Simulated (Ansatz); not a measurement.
Ansatz (a first-principles code) input:

Ansatz 0.2 input:
```yaml
crystal:
  periodic: [false, false, false]
  atoms:
    - {symbol: Sc, position_ang: [0.37429855, -0.23741291, 0.33589731]}
    - {symbol: Cl, position_ang: [1.28332585, 0.51471529, -1.63496339]}
    - {symbol: Cl, position_ang: [-1.74569464, -0.22144053, 1.22003142]}
basis:
  gaussian:
    orbitals: def2-TZVPD
hamiltonian:
  xc: {name: B2GP-PLYP}
magnetization: {spin_polarized: true, initial_magnetization: 1}
correlation: {electrons: outside_noble_gas}
```

Question: Which total energy does the run end on?

Answer: -1680.60322 Eh (B2GP-PLYP/def2-TZVPD). The basis has 140 functions.

The spin state was set by rule; other spins were not relaxed.
